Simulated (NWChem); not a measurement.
Molecule: MoO3; SMILES [O]=[Mo](=[O])=[O]

All runs: NWChem. Coordinates come from a PBE0/def2-SVP optimisation. Not confirmed as a minimum by frequencies. def2 effective core potentials on Mo; no spin-orbit coupling. Ions are spin-unrestricted doublets at the neutral geometry; other ion states weren't tried.

Estimate the computed values for PBE/def2-SVP. Quantities: vertical ionisation energy, ΔSCF (eV); −ε(HOMO) (eV).

The vertical ionisation energy, ΔSCF (eV) is 11.03 and the −ε(HOMO) (eV) comes out as 7.30.
